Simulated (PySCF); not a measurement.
# Working out the ionisation energy of K⁺

K⁺ [Ar] (1S) → K²⁺ [Ne] 3s2 3p5 (2P). Computed with PySCF 2.14 in cc-pVTZ-X2C (6s5p3d1f, 43 functions), with scalar relativity by spin-free X2C-1e. Frozen: [Ne] 3s2. Energies in hartree (1 hartree = 27.21139 eV):

```json
{"part": "UHF", "K⁺ (lower)": "-601.316509", "K²⁺ (upper)": "-600.170927"}
{"part": "CCSD correlation", "K⁺ (lower)": "-0.081770", "K²⁺ (upper)": "-0.050893"}
{"part": "(T)", "K⁺ (lower)": "-0.000184", "K²⁺ (upper)": "-0.000062"}
```

Task: What does Hartree-Fock give?

Result: (-600.170927) − (-601.316509) = 1.145582 hartree = 31.173 eV.

Task: What do CCSD and CCSD(T) give?

Result: The CCSD correlation energies differ by 0.030877 hartree = 0.840 eV and the triples by 0.000122 hartree = 0.003 eV, so CCSD gives 32.013 eV and CCSD(T) 32.016 eV.

Reference: 31.625 eV (measured; NIST Atomic Spectra Database, ionization energies), between the lowest levels; spin-orbit coupling is absent from the calculation.

What remains against the reference includes basis incompleteness, the frozen core and higher excitations.
